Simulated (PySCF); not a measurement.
**State search for TlO⁺**

Unrestricted PBE0; Tl cc-pVDZ-PP with ECP60, O cc-pVDZ; scalar-relativistic core potentials (PySCF 2.14). Outer shells of the fragments: Tl+ 5d10 6s2; O 2s2 2p4.

Followed along the bond (rough minima from three points):

```json
{"2Ms+1": "3", "unpaired": "π ↑↑", "⟨S²⟩ at the start": "2.00", "R at minimum (Å)": "2.99", "Te (eV)": "0.00"}
{"2Ms+1": "3", "unpaired": "σ ↑, π ↑", "⟨S²⟩ at the start": "2.01", "R at minimum (Å)": "2.92", "Te (eV)": "0.25"}
{"2Ms+1": "1", "unpaired": "π ↑↓", "⟨S²⟩ at the start": "1.00", "R at minimum (Å)": "2.99", "Te (eV)": "0.79"}
{"2Ms+1": "1", "unpaired": "σ ↓, π ↑", "⟨S²⟩ at the start": "1.01", "R at minimum (Å)": "2.72", "Te (eV)": "1.00"}
```

Solutions found at the starting distance of 2.130 Å, counted from the lowest of them; the search is not exhaustive and high or unbound solutions are not listed, so other states can lie among these:

```csv
2Ms+1,unpaired,term,E (eV),⟨S²⟩,⟨Lz²⟩,μ (D)
3,"σ ↑, π ↑",³Π,0.00,2.01,1.01,-0.61
1,"σ ↓, π ↑",mixed,0.55,1.01,1.01,-0.94
3,π ↑↑,³Σ⁻,0.62,2.00,0.00,1.78
1,π ↑↓,mixed,1.40,1.00,2.00,1.75
1,none,¹Σ⁺,1.82,0.00,0.00,-2.94
1,none,mixed,3.61,0.00,2.00,1.71
3,σ ↑↑,³Σ⁺,4.65,2.00,0.00,-4.20
1,π ↑↓,mixed,6.43,1.45,2.01,-0.14
3,π ↑↑,mixed,6.68,2.15,2.01,-0.55
3,π ↑↑,mixed,6.81,2.15,2.01,-0.50
3,"σ ↓, π ↑↑↑",mixed,7.05,3.00,1.00,2.32
```

A term symbol is given only where ⟨S²⟩ and ⟨Lz²⟩ are close to those of a pure state; real π, δ and φ orbitals otherwise mix terms. A positive dipole points towards O; it is taken about the centre of mass and depends on that origin.

Problem. Compare the gap between the two lowest followed solutions at the starting distance with the gap between their minima.

Solution. At PBE0 the second solution (triplet, unpaired electrons σ ↑, π ↑) lies -0.62 eV from the first (triplet, unpaired electrons π ↑↑) at 2.130 Å and +0.25 eV at the minima; the two curves relax by different amounts, since their minima lie near 2.92 and 2.99 Å.

Spin–orbit coupling is left out, which matters for elements this heavy, above all for dissociation energies. Counting both spins, an empty level lies below a filled one in some of these solutions, because spin and occupation are held.
